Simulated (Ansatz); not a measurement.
Harmonic frequencies (cm⁻¹) at PBE0-D4/def2-TZVP from Ansatz: 206, 252, 334, 348, 422, 599, 682, 814, 821, 889, 900, 981, 988, 1574, 1577, 2175, 2191, 3612, 3614, 3712, 3713.

Each molecule was computed in one conformer, which needn't be the lowest.

Q: Which molecule is it?
A. `C=C[SiH3]`
B. `N[SiH2]N`
C. `F[SiH2]O[SiH3]`
D. `[SiH3]O[SiH2]Br`

A: B.
